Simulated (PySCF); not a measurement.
FGeH4NO2, SMILES [NH2][Ge]([OH])([OH])[F]. Coordinates come from a PBE0-D3(BJ)/def2-SVP optimisation. The structure was generated by enumeration, and PubChem lists no compound with its InChIKey, so it may never have been made. The values are those of a single conformer.

Calculation: PBE0-D3(BJ)/def2-SVP run with PySCF.

Harmonic wavenumbers (cm⁻¹): 119, 149, 181, 232, 259, 262, 297, 309, 518, 703, 740, 766, 776, 883, 902, 917, 1539, 3589, 3693, 3895, 3906. Rotational constants (GHz): 3.627, 3.357, 3.252; symmetry number 1.

Problem. Work out the zero-point energy and the ideal-gas rigid-rotor harmonic-oscillator thermochemistry at 298.15 K and 1 atm.

Solution. ZPE = ½ Σ hcν = ½ × 24637 cm⁻¹ = 35.22 kcal/mol. H − E(el) = 40.72 kcal/mol. Entropy in cal/(mol K): translation 40.76, rotation 26.50, vibration 18.17, total 85.42. G − E(el) = 15.25 kcal/mol. Cp = 28.02 cal/(mol K). Modes under 150 cm⁻¹ make the vibrational entropy uncertain.
